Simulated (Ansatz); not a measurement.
Consider the formal exchange of groups at a Zr–O bond: `[OH][Zr]12345678([OH])([C@H]9[C@@H]1[C@@H]2[C@@H]3[C@H]94)[C@H]1[C@@H]5[C@@H]6[C@@H]7[C@H]18` + CH₄ → `[CH3][Zr]12345678([OH])([C@H]9[C@@H]1[C@@H]2[C@@H]3[C@H]94)[C@H]1[C@@H]5[C@@H]6[C@@H]7[C@H]18` + H₂O.

Isolated molecules relaxed with PBE0-D4/def2-TZVP in Ansatz; ΔE leaves out vibrations. CCSD(T)/CBS adds triple-zeta CCSD(T) − MP2 to the extrapolated MP2 energy (def2 sets, frozen cores). This one scheme is used for every species. Functionals use def2-TZVPP. def2 core potentials past Kr. For Zr outer-core shells are correlated without core-valence functions, which leaves a few kJ/mol of doubt a bond. One conformer a species, not always the lowest.

```
                                                                                        species  PBE0-D4 energy (Eh)
 `[OH][Zr]12345678([OH])([C@H]9[C@@H]1[C@@H]2[C@@H]3[C@H]94)[C@H]1[C@@H]5[C@@H]6[C@@H]7[C@H]18`           -585.57147
                                                                                            CH₄            -40.47612
`[CH3][Zr]12345678([OH])([C@H]9[C@@H]1[C@@H]2[C@@H]3[C@H]94)[C@H]1[C@@H]5[C@@H]6[C@@H]7[C@H]18`           -549.61198
                                                                                            H₂O            -76.38097
```

Task: Work out ΔE.

Result: ΔE = (-549.61198) + (-76.38097) − (-585.57147) − (-40.47612) = 0.05464 Eh = +143.5 kJ/mol. CCSD(T)/CBS gives +138.7 kJ/mol.

Largest T1 diagnostic among the species: 0.013.

In def2-TZVPP, CCSD(T) changes the Hartree–Fock value by −24.9 kJ/mol (the triples alone add −2.3 kJ/mol) and MP2 by −29.5 kJ/mol. From PBE to PBE0 (25 % exact exchange), in def2-TZVPP and without D4, ΔE moves by −3.6 kJ/mol. At CCSD(T), def2-SVP lies +23.1 kJ/mol from the extrapolated value and def2-TZVPP +1.6 kJ/mol.
